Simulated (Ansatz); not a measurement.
Reaction (hydrogenolysis of a Ge–Se bond): `O=[CH][GeH2][SeH]` + H₂ → `O=[CH][GeH3]` + H₂Se

Gas-phase electronic energies from Ansatz, PBE0-D4/def2-TZVP geometries. CBS: MP2 limit from def2 TZ/QZ plus the TZ coupled-cluster correction, frozen cores. This one scheme is used for every species. DFT in def2-TZVPP. B3LYP here is the variant with VWN-RPA as its local correlation; programs differ in this. For Ge, Se outer-core shells are correlated without core-valence functions, which leaves a few kJ/mol of doubt a bond. Scalar relativity is left out up to krypton. One conformer a species, not always the lowest.

Question: Is it downhill or uphill in electronic energy at CCSD(T)/CBS, and by how much? (An estimate is asked.)

Answer: Ansatz gave: Uphill: ΔE = +43.8 kJ/mol.

Question: What do these levels give: PBE-D4, r2SCAN-D4, ωB97X-V, ωB97M-V, PBE, B3LYP, MP2/def2-TZVPP, SCS-MP2/def2-TZVPP, CCSD/def2-TZVPP, CCSD(T)/def2-TZVPP, SCS-MP2/def2-QZVPP, HF/CBS(def2)? (An estimate is asked.)

Answer: The calculation gave: PBE-D4 47.8, r2SCAN-D4 46.7, ωB97X-V 38.4, ωB97M-V 40.4, PBE 42.0, B3LYP 34.3, MP2/def2-TZVPP 50.9, SCS-MP2/def2-TZVPP 43.7, CCSD/def2-TZVPP 35.6, CCSD(T)/def2-TZVPP 40.3, SCS-MP2/def2-QZVPP 44.9, HF/CBS(def2) 23.9 kJ/mol.

Largest T1 diagnostic among the species: 0.014.

The D4 term adds +9.5 kJ/mol with B3LYP and +5.2 kJ/mol with PBE0; it sums over pairs of atoms, weighted by their polarisabilities, and B3LYP, whose exchange is more repulsive, gets the larger term. In def2-TZVPP, CCSD(T) changes the Hartree–Fock value by +15.1 kJ/mol (the triples alone add +4.7 kJ/mol) and MP2 by +25.7 kJ/mol.
